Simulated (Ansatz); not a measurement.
Na5H4⁺, relaxed as a singlet with RKS r2SCAN-D4/def2-SVP in Ansatz, starting from the GFN2-xTB geometry. Force threshold 0.02 eV/Å.

The structure comes from a short search, and lower isomers may exist.

Start:

```
atom   x (Å)   y (Å)   z (Å)
 Na1   5.350   1.409   3.314
 Na2   0.007  -0.290  -0.277
 Na3   3.120   0.095   0.994
 Na4  -2.905  -1.380  -1.783
 Na5  -5.478   0.734  -1.802
  H6   4.248   0.801   2.219
  H7   1.539  -0.084   0.461
  H8  -1.422  -0.768  -1.065
  H9  -4.460  -0.518  -2.060
```

| step | energy (eV) | largest force component (eV/Å) | SCF passes |
| --- | --- | --- | --- |
| 1 | -22128.0726 | 1.514 | 22 |
| 2 | -22128.8442 | 0.661 | 21 |
| 3 | -22129.2862 | 0.289 | 22 |
| 4 | -22129.4887 | 0.151 | 23 |
| 5 | -22129.5823 | 0.137 | 22 |
| 6 | -22129.6694 | 0.063 | 22 |
| 7 | -22129.7210 | 0.078 | 22 |
| 8 | -22129.7470 | 0.060 | 22 |
| 9 | -22129.7681 | 0.068 | 22 |
| 10 | -22129.7840 | 0.090 | 24 |
| 11 | -22129.7949 | 0.090 | 23 |
| 12 | -22129.8050 | 0.060 | 22 |
| 13 | -22129.8117 | 0.082 | 22 |
| 14 | -22129.8190 | 0.091 | 22 |
| 15 | -22129.8260 | 0.062 | 22 |
| 16 | -22129.8316 | 0.028 | 23 |
| 17 | -22129.8352 | 0.022 | 22 |
| 18 | -22129.8376 | 0.031 | 21 |
| 19 | -22129.8392 | 0.052 | 22 |
| 20 | -22129.8402 | 0.046 | 22 |
| 21 | -22129.8434 | 0.020 | 23 |
| 22 (rejected) | -22129.8420 | 0.043 | 22 |
| 23 | -22129.8450 | 0.011 | 23 |
| 24 | -22129.8461 | 0.016 | 23 |
| 25 | -22129.8465 | 0.029 | 22 |
| 26 | -22129.8470 | 0.017 | 22 |
| 27 | -22129.8471 | 0.008 | 22 |

Force components are those of the run's own axes.

End:

```xyz
9

Na    7.185    0.853    3.434
Na    0.016   -0.048   -0.021
Na    3.622    0.413    1.700
Na   -3.613   -0.449   -1.713
Na   -7.227   -0.752   -3.368
H     5.459    0.641    2.592
H     1.832    0.195    0.836
H    -1.803   -0.248   -0.886
H    -5.471   -0.605   -2.575
```

By distances, no bond broke or formed, bridged metal pairs apart. The bond that changes most is Na2–H8, from 1.70 to 2.02 Å (atoms count from 1). Metal–metal contacts that move far: Na4–Na5 3.33 to 3.99 Å, Na2–Na3 3.38 to 4.02 Å, Na2–Na4 3.45 to 4.02 Å, Na1–Na3 3.48 to 3.99 Å. The end is the same structure that another start reached.

The force fell under the threshold at step 23, but the optimiser went on and released 0.002 eV more. No frequencies were taken in this run, so the end may be a saddle point.

It took 30 s on 4 threads of Intel Xeon 6975P-C on a shared host.
